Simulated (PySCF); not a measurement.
C5H7FO, SMILES C[C@H]1CO/C1=C\F. Geometry: B3LYP-D3(BJ)/def2-SVP. The structure was generated by enumeration; whether it is a known compound was not checked.

Problem. Give the equilibrium geometry at B3LYP-D3(BJ)/def2-SVP (PySCF confirms it by a frequency run) as a Z-matrix. (An estimate is asked for; the answer gives what the named calculation found.)

Solution. 
```
C
H 1 1.1024
C 1 1.5146 2 112.77
C 3 1.3333 1 135.45 2 -71.98
F 4 1.3441 3 122.73 1 -178.38
O 3 1.3763 4 129.17 5 -0.34
H 4 1.0916 3 122.57 6 -179.96
C 6 1.4507 3 91.27 4 -176.86
H 8 1.1011 6 111.56 3 -120.99
H 8 1.1027 9 109.97 6 124.07
C 1 1.5218 2 110.56 3 -134.65
H 11 1.1012 1 110.96 2 -179.96
H 11 1.1012 12 107.82 1 121.60
H 11 1.1021 12 108.41 13 116.35
```
